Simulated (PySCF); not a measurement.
UHF on Mo⁻ (molybdenum, charge -1), [Kr] 4d5 5s2, high-spin 6S determinant. Calculation: PySCF 2.14, in def2-QZVPPD with the def2 core potential (28 electrons); scalar relativity through the core potential.

```
cycle= 1 E= -67.5473886563794  delta_E= -1.24e-09  |g|= 8.06e-06  |ddm|= 0.0014
cycle= 2 E= -67.5473886565801  delta_E= -2.01e-10  |g|= 3.48e-06  |ddm|= 0.000506
converged SCF energy = -67.5473886565801  <S^2> = 8.9559762  2S+1 = 6.0682703
```

Highest occupied orbital energy: 0.481 eV; ⟨L²⟩ = 0.00; populations by l: s 4.00, p 6.00, d 5.00, f 0.00.

Problem. Can this result be used?

Solution. With care. Self-consistency was reached. Energies and moments cover only the electrons outside the core potential. ⟨S²⟩ = 8.96 against 8.75 shows spin contamination. At UHF the highest occupied level has a positive energy, so only the finite basis holds that electron.
